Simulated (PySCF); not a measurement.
A structure optimised at r2SCAN-D4/def2-TZVPD, used in a PySCF frequency run:

```xyz
3

Mg     0.0000     0.0000     0.6431
H      0.0000     0.0000     2.3323
F      0.0000     0.0000    -1.1166
```
Charge 0, spin multiplicity 1.

Write its SMILES, formula and point group.

[F][MgH], FHMg, C∞v

What are its rotational constants (standard atomic weights)?

12.964 GHz (linear rotor, B only)
